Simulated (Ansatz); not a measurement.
Cd₇Te₇, relaxed as a singlet with RKS PBE-D4/def2-SVP in Ansatz, starting from the GFN1-xTB geometry. Force threshold 0.03 eV/Å.

In the def2 sets Cd, Te take a core potential; there is no spin–orbit coupling. The restricted singlet is unstable towards broken spin symmetry in Hartree–Fock (as tested in another run); at PBE-D4/def2-SVP this wasn't settled.

Start:

```xyz
14

Te    4.173   -0.199   -1.645
Te   -4.192   -3.029    0.670
Te   -0.637   -0.774   -2.745
Te    1.050   -2.127    1.707
Te    2.928    2.423    2.396
Te   -1.873    1.831    1.266
Te    1.229    3.790   -2.080
Cd   -1.433   -3.060    1.546
Cd    1.887   -1.423   -1.146
Cd    2.842    2.054   -0.456
Cd   -2.621   -2.101   -1.580
Cd   -3.496   -0.275    1.242
Cd   -0.668    2.039   -1.537
Cd    0.809    0.851    2.361
```

Problem. Estimate the energy that the relaxation releases and the steps that it takes.

Solution. 194.1 kJ/mol, in 39 steps; 3.4 min on 2 threads of AMD EPYC 7R13 on a shared host and a share (18 GiB) of an NVIDIA H100 80GB HBM3. The force fell under the threshold at step 4, but the optimiser went on and released 1.479 eV more. No frequencies were taken in this run, so the end may be a saddle point.

Problem. Does the start keep its bonding and symmetry?

Solution. Bonds lost: Te6–Cd13 (atoms count from 1). Bonds formed: Te1–Cd13, Te6–Te7, Te6–Cd11 (atoms count from 1). Metal–metal contacts that move far: Cd9–Cd13 4.32 to 3.22 Å.

Problem. Predict the relaxed structure.

Solution. 
```xyz
14

Te    3.458    0.338   -1.971
Te   -3.831   -2.506    0.432
Te   -0.497   -1.514   -2.915
Te    1.243   -2.287    1.793
Te    2.663    2.137    2.675
Te   -1.651    1.752    0.609
Te    0.064    3.266   -1.420
Cd   -1.296   -2.905    1.189
Cd    1.576   -1.438   -0.886
Cd    2.439    2.205   -0.046
Cd   -2.173   -0.589   -0.927
Cd   -3.361   -0.002    2.263
Cd    0.804    0.998   -2.838
Cd    0.563    0.547    2.041
```
Bond lengths (bridged metal pairs left out): 19 × Cd–Te 2.68 to 3.14 Å; 1 × Te–Te 3.06 Å.
